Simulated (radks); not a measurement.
Values are calculated unless marked as measured or tabulated.
Numerical settings for the holmium ion Ho+, [Xe] 4f11 6s1. Code: a radial shooting solver on a logarithmic mesh with Libxc functionals. Model: scalar-relativistic Kohn-Sham, PBE, spin-polarised, spherical densities, finite nucleus; open shells are filled with parallel spins first (spin-orbit coupling, left out, can overturn this in heavy ions); Fermi nuclear charge, rms radius 5.2022 fm. The defaults (mesh step 0.008 in ln r, mesh end at 40 bohr or more with all orbitals vanishing there, Anderson mixing 0.5 over 9 steps, residual threshold near 1e-9 with the energy settled to 1e-9 hartree or 1e-11 of itself, here a cap of 55 iterations) give E = -12615.0000 hartree and 4f at -8.348 eV in 18 iterations. Run on one thread of a shared host, so times are rough (Arm Neoverse V1): 0.32 s of CPU time, 0.32 s wall, 18 iterations on 2360 mesh points. Changes against that run (0 stands for a change within the tolerance of the run):

setting                     iterations         converged  E (mhartree)  e(4f) (meV)  CPU (s)
mesh step in ln r 0.12               4                no      diverged            -     0.01
mesh step in ln r 0.08               2                no      diverged            -     0.02
mesh step in ln r 0.02              15               yes             0            0     0.13
mesh end (bohr) 5                   18               yes          +106    +1.65e+03     0.29
mesh end (bohr) 3                   17  level above zero     +1.73e+03    +1.22e+04     0.25
residual threshold 0.001            11               yes             0       +0.428     0.23
residual threshold 0.1              11               yes             0       +0.428     0.23
mixing 2.5                          39               yes             0            0     0.69
linear mixing, mixing 1             55                no     +2.01e+05    -1.03e+06      2.4
linear mixing, mixing 0.05          55                no         -2.86         -551     0.94
mixing history 3                    19               yes             0            0     0.32
iteration cap 5                      5                no         +48.7    +2.27e+03     0.12

Settled on a wrong energy, with an occupied level pushed above zero by the early mesh end: mesh end (bohr) 3 (+1.73 hartree). Apart from these: settings that end as converged yet miss the energy by more than 1 mhartree: mesh end (bohr) 5 (+0.106 hartree). A mesh that ends early acts as a hard wall.
